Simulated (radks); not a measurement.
Problem. The mean radii <r> (bohr) of the occupied orbitals of an atom or ion are listed with their occupations. Method: scalar-relativistic Kohn-Sham, LDA (Slater exchange, VWN5 correlation), spin-polarised, spherical densities, finite nucleus; Fermi nuclear charge, rms radius of each element as measured or else 0.836 A^(1/3) + 0.57 fm; computed with a radial shooting solver on a logarithmic mesh with Libxc functionals.

| orbital | occ. | <r> |
|---|---|---|
| 1s down | 1 | 0.02459 |
| 1s up | 1 | 0.02459 |
| 2s up | 1 | 0.1053 |
| 2s down | 1 | 0.1053 |
| 2p up | 3 | 0.09240 |
| 2p down | 3 | 0.09240 |
| 3s up | 1 | 0.2791 |
| 3s down | 1 | 0.2790 |
| 3p up | 3 | 0.2770 |
| 3p down | 3 | 0.2770 |
| 3d up | 5 | 0.2538 |
| 3d down | 5 | 0.2537 |
| 4s up | 1 | 0.6377 |
| 4s down | 1 | 0.6377 |
| 4p up | 3 | 0.6753 |
| 4p down | 3 | 0.6752 |
| 4d up | 5 | 0.7448 |
| 4d down | 5 | 0.7448 |
| 5s up | 1 | 1.515 |
| 5s down | 1 | 1.515 |
| 5p up | 3 | 1.759 |
| 5p down | 3 | 1.761 |
| 4f up | 1 | 1.101 |
| 6s up | 1 | 4.251 |
| 6s down | 1 | 4.371 |
| 5d up | 1 | 2.907 |

Name the element and its charge. Open shells, if any, are filled with parallel spins first.

Solution. Z = 58, cerium, charge 0: Ce in [Xe] 4f1 5d1 6s2. The 1s radius gives Z: for a bare nucleus <r> = (2 gamma + 1)/(2Z) with gamma = sqrt(1 - (Z/c)^2), 0.02424 bohr for Z = 58, and screening makes it slightly larger (0.02459 here). The occupations add up to 58, and the charge is Z minus that.
